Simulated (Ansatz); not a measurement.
Geometry optimisation, DFT r2SCAN, scalar-relativistic, plane waves, PAW (Ansatz).

The input (input.yaml):

```yaml
crystal:
  lattice:
    - [6.701759, 0.0, 0.0]
    - [0.0, 6.701759, 0.0]
    - [0.0, 0.0, 6.701759]
  atoms:
    - { symbol: O, position: [0.5766475, 0.1332352, 0.7208846] }
    - { symbol: H, position: [0.4936546, 0.0369855, 0.6520707] }
    - { symbol: H, position: [0.7062545, 0.1184606, 0.6586678] }
    - { symbol: O, position: [0.5314915, 0.8104012, 0.4243973] }
    - { symbol: H, position: [0.5499893, 0.948952, 0.3876725] }
    - { symbol: H, position: [0.5932241, 0.737027, 0.3162655] }
    - { symbol: O, position: [0.0662844, 0.3763515, 0.0640873] }
    - { symbol: H, position: [0.0607937, 0.5196236, 0.0459172] }
    - { symbol: H, position: [0.0154271, 0.3233488, -0.0603773] }
    - { symbol: O, position: [0.4124528, 0.8440915, 1.0331656] }
    - { symbol: H, position: [0.4127115, 0.9582515, 0.9445394] }
    - { symbol: H, position: [0.4125428, 0.7304799, 0.9438371] }
    - { symbol: O, position: [0.1100356, 0.1674643, 0.7071296] }
    - { symbol: H, position: [0.2051163, 0.1598877, 0.8157087] }
    - { symbol: H, position: [0.1909554, 0.2005306, 0.5920392] }
    - { symbol: O, position: [0.8775665, 0.9466712, 0.9232811] }
    - { symbol: H, position: [1.005115, 0.9114169, 0.8651803] }
    - { symbol: H, position: [0.83415, 0.8252791, 0.9885969] }
    - { symbol: O, position: [0.7485436, 0.2949843, 0.3131324] }
    - { symbol: H, position: [0.8345771, 0.4110676, 0.3163084] }
    - { symbol: H, position: [0.7988301, 0.2172216, 0.2021756] }
    - { symbol: O, position: [0.0396342, 0.4989229, 0.6140934] }
    - { symbol: H, position: [0.0029411, 0.6386403, 0.6185499] }
    - { symbol: H, position: [0.058797, 0.4722789, 0.4733452] }
    - { symbol: O, position: [0.7331971, 0.5238306, 0.9225302] }
    - { symbol: C, position: [0.6722539, 0.5416175, 0.751899] }
    - { symbol: H, position: [0.7570886, 0.6229833, 0.6365383] }
    - { symbol: H, position: [0.5287245, 0.4773824, 0.7029239] }
basis:
  ecutwfc: 500.0
kpoints:
  mp_grid: { grid: [1, 1, 1] }
hamiltonian:
  xc: r2scan
scf:
  occupations: { method: fermi_dirac, width: 0.05 }
  lower_state_search: "off"
relax:
  f_tol: 0.3
  max_steps: 15
  adjacent_minimum: "off"
output:
  write_density: true
  write_potential: true
  elf: true
  volumetric_format: npy
```

Launched with:

```bash
$ ansatz run input.yaml --threads 1 --pin off --max-ram 3072MiB --backend cpu --events-out ev --progress --plain --runs-dir out
```

Q: Where does it end, and by what steps?

A: It converged. The threshold is loose, so the end isn't yet a minimum. Limits of this set-up: coarse k mesh. After 12 steps the energy has fallen by 3.888 eV; H3 moved furthest, 1.49 Å.

```csv
step,energy less start (eV),largest force component (eV/Å),accepted
0,0.0000,1.400,yes
1,-0.8682,1.643,yes
2,-1.2207,2.730,yes
3,-1.5304,2.291,yes
4,-1.9854,1.465,yes
5,-2.2987,1.586,yes
6,-2.6261,1.004,yes
7,-2.9773,0.990,yes
8,-3.2777,1.185,yes
9,-3.4740,0.880,yes
10,-3.6080,1.003,yes
11,-3.8079,0.535,yes
12,-3.8876,0.298,yes
```

```xyz
28
Lattice="6.7018 0.0000 0.0000 0.0000 6.7018 0.0000 0.0000 0.0000 6.7018" Properties=species:S:1:pos:R:3
O 3.179 0.226 5.305
H 3.200 -0.131 4.387
H 4.107 0.206 5.632
O 3.458 6.066 2.783
H 3.967 6.840 2.463
H 2.967 5.750 2.003
O 0.403 3.183 0.886
H 0.904 3.968 0.590
H 0.557 2.532 0.164
O 2.358 5.055 7.079
H 2.544 5.764 6.419
H 3.038 4.396 6.885
O 0.829 1.507 5.444
H 1.758 1.184 5.443
H 0.771 2.128 4.686
O 5.643 6.510 6.341
H 6.385 6.934 5.858
H 5.611 5.558 6.146
O 5.212 1.264 1.944
H 5.422 2.161 1.649
H 5.488 0.704 1.194
O 0.722 3.399 3.520
H 1.055 4.299 3.590
H 0.667 3.209 2.555
O 4.697 3.951 5.638
C 4.618 3.517 4.508
H 4.819 4.160 3.637
H 4.278 2.481 4.331
```

The run took 6.3 min on 1 thread of Arm Neoverse V1, with other jobs on the host, peak memory 0.88 GiB.
